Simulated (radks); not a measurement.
All-electron atom: Ni12+ in [Ne] 3s2 3p3 4d1 (not the ground configuration). Method: Dirac Kohn-Sham, LDA (Slater exchange, Perdew-Wang correlation), spin-unpolarised, spherical densities, finite nucleus; open shells fill j = l - 1/2 first; Fermi nuclear charge, rms radius 3.7757 fm; computed with a radial shooting solver on a logarithmic mesh with Libxc functionals.

Normalised radial functions P(r) = r R(r) (large component), r in bohr:

r	2s1/2	2p3/2	4d5/2
0.006963	0.5339	0.0293	0.0001
0.008923	0.6418	0.0467	0.0002
0.01143	0.7581	0.0739	0.0003
0.01465	0.8743	0.1157	0.0007
0.01878	0.9761	0.1791	0.0013
0.02406	1.0412	0.2730	0.0027
0.03083	1.0386	0.4081	0.0053
0.03951	0.9300	0.5951	0.0104
0.05063	0.6768	0.8412	0.0198
0.06489	0.2538	1.1436	0.0368
0.08315	-0.3292	1.4805	0.0664
0.1066	-1.0047	1.8036	0.1153
0.1365	-1.6380	2.0370	0.1909
0.175	-2.0529	2.0943	0.2976
0.2242	-2.1039	1.9167	0.4299
0.2873	-1.7696	1.5182	0.5611
0.3653	-1.2154	1.0209	0.6331
0.4681	-0.6404	0.5432	0.5699
0.5998	-0.2470	0.2180	0.2943
0.7686	-0.0646	0.0611	-0.1816
0.985	-0.0104	0.0109	-0.6937
1.262	-0.0009	0.0011	-0.9760
1.617	0.0000	0.0001	-0.8685
2.073	0.0000	0.0000	-0.5017
2.656	0.0000	0.0000	-0.1768
3.404	0.0000	0.0000	-0.0342
4.362	0.0000	0.0000	-0.0031

2s1/2: eigenvalue -1357.4 eV, 1 radial node at r = 0.0728 bohr, <r> = 0.244 bohr, 90 % of the charge inside 0.377 bohr. 2p3/2: eigenvalue -1217.9 eV, 0 radial nodes, <r> = 0.215 bohr, 90 % of the charge inside 0.351 bohr. 4d5/2 (empty): eigenvalue -160.32 eV, 1 radial node at r = 0.705 bohr, <r> = 1.36 bohr, 90 % of the charge inside 1.98 bohr.
